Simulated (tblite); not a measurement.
C4H9FGeSi.
Atom-mapped SMILES: `[CH3:1][GeH2:2][C:3]1=[CH:4][C@H:5]([F:6])[SiH2:7]1` (hydrogens: H8, H9, H10 on C1; H11, H12 on Ge2; H13 on C4; H14 on C5; H15, H16 on Si7)

Computed with GFN2-xTB (tblite), gas phase: L-BFGS steps from a force-field or distance-geometry start until the largest atomic force falls under 0.01 eV/Å.

Step 93: E = -583.8305 eV
```
atom  x, y, z in Å  |  force x, y, z in eV/Å
C1      2.7708    0.3823   -0.2673   -0.002   0.000  -0.041
Ge2     1.4284   -1.0044    0.1153   -0.008  -0.016  -0.013
C3     -0.3895   -0.3106    0.0633    0.003   0.051   0.021
C4     -0.7504    0.9789   -0.0110   -0.019   0.016   0.007
C5     -2.2520    0.9795   -0.0587   -0.005   0.003   0.000
F6     -2.8258    1.6622    1.0094   -0.024  -0.010  -0.013
Si7    -2.1770   -0.9621    0.1012    0.035   0.021   0.024
H8      2.7300    0.6375   -1.3232    0.015   0.042  -0.020
H9      3.7708    0.0198   -0.0460    0.016   0.013   0.010
H10     2.5977    1.2898    0.3064   -0.010  -0.067   0.030
H11     1.6674   -1.6605    1.4482    0.003   0.004   0.011
H12     1.5275   -2.1087   -0.9035    0.024  -0.034   0.002
H13    -0.1338    1.8665   -0.0305    0.008  -0.026   0.003
H14    -2.6669    1.4527   -0.9545   -0.023  -0.045  -0.019
H15    -2.6756   -1.4545    1.3797    0.004  -0.002   0.006
H16    -2.6291   -1.7593   -1.0378   -0.018   0.050  -0.009
```

Step 94: E = -583.8321 eV
```
atom  x, y, z in Å  |  force x, y, z in eV/Å
C1      2.7787    0.3800   -0.2684   -0.017   0.020  -0.046
Ge2     1.4275   -0.9984    0.1169    0.000  -0.014  -0.025
C3     -0.3909   -0.3059    0.0612    0.009   0.028   0.024
C4     -0.7579    0.9813   -0.0176    0.004   0.009   0.016
C5     -2.2588    0.9759   -0.0644    0.006   0.003   0.014
F6     -2.8289    1.6539    1.0084   -0.047   0.010  -0.020
Si7    -2.1754   -0.9642    0.1026    0.018   0.023   0.010
H8      2.7273    0.6605   -1.3189    0.018   0.005   0.031
H9      3.7753   -0.0004   -0.0643    0.035   0.005  -0.014
H10     2.6288    1.2771    0.3274   -0.028  -0.053   0.029
H11     1.6656   -1.6541    1.4507    0.002   0.013   0.007
H12     1.5240   -2.1070   -0.8975    0.023  -0.034  -0.004
H13    -0.1450    1.8702   -0.0339    0.027   0.005  -0.009
H14    -2.6752    1.4499   -0.9593   -0.037  -0.048  -0.004
H15    -2.6716   -1.4513    1.3841    0.005  -0.005   0.003
H16    -2.6312   -1.7586   -1.0360   -0.017   0.033  -0.012
```

Step 95: E = -583.8329 eV
```
atom  x, y, z in Å  |  force x, y, z in eV/Å
C1      2.7808    0.3795   -0.2705    0.009  -0.001  -0.023
Ge2     1.4272   -0.9970    0.1170    0.011  -0.012  -0.031
C3     -0.3914   -0.3040    0.0639    0.011   0.007   0.020
C4     -0.7610    0.9819   -0.0196    0.025   0.003   0.021
C5     -2.2614    0.9743   -0.0662    0.012   0.002   0.019
F6     -2.8301    1.6519    1.0073   -0.058   0.022  -0.024
Si7    -2.1745   -0.9646    0.1059    0.001   0.020  -0.001
H8      2.7289    0.6700   -1.3182    0.012  -0.008   0.038
H9      3.7772   -0.0054   -0.0689    0.014   0.006  -0.033
H10     2.6365    1.2706    0.3344   -0.037  -0.026   0.033
H11     1.6691   -1.6528    1.4508    0.000   0.020   0.002
H12     1.5225   -2.1077   -0.8954    0.018  -0.031  -0.005
H13    -0.1479    1.8699   -0.0366    0.032   0.029  -0.016
H14    -2.6781    1.4461   -0.9622   -0.042  -0.045   0.009
H15    -2.6737   -1.4516    1.3862    0.008  -0.006   0.000
H16    -2.6318   -1.7522   -1.0368   -0.016   0.020  -0.011
```

Q: Estimate the geometry and energy of step 96. (The exact step hangs on the optimiser's Hessian estimate; all steps are aligned on step 95, rigid shifts and turns removed.)

A: E = -583.8339 eV, largest force 0.107 eV/Å
```
atom  x, y, z in Å  |  force x, y, z in eV/Å
C1      2.7791    0.3795   -0.2730    0.003   0.031  -0.019
Ge2     1.4278   -0.9997    0.1156    0.017   0.000  -0.030
C3     -0.3910   -0.3046    0.0674    0.013  -0.023   0.011
C4     -0.7602    0.9808   -0.0204    0.035   0.007   0.022
C5     -2.2606    0.9739   -0.0680    0.013   0.004   0.025
F6     -2.8300    1.6541    1.0033   -0.059   0.029  -0.022
Si7    -2.1746   -0.9638    0.1094   -0.014   0.001  -0.012
H8      2.7263    0.6829   -1.3189    0.011  -0.035   0.100
H9      3.7764   -0.0040   -0.0723    0.009   0.003  -0.052
H10     2.6328    1.2629    0.3443   -0.032  -0.028   0.004
H11     1.6759   -1.6526    1.4503   -0.004   0.024  -0.005
H12     1.5233   -2.1118   -0.8946    0.011  -0.033  -0.010
H13    -0.1444    1.8664   -0.0386    0.029   0.048  -0.020
H14    -2.6773    1.4422   -0.9658   -0.037  -0.042   0.014
H15    -2.6762   -1.4513    1.3891    0.012  -0.003  -0.008
H16    -2.6352   -1.7460   -1.0365   -0.009   0.019   0.002
```

The energy changes by -0.0009 eV. The first-order estimate −F·Δx gives -0.0014 eV and the mean of the old and new forces, exact on a quadratic surface, -0.0009 eV. The step makes an angle of 69° with the force vector and moves no atom by more than 0.013 Å.

The cost below is that of the whole relaxation. Time: 1.1 s. Hardware: one thread of an Arm Neoverse V1, shared host.
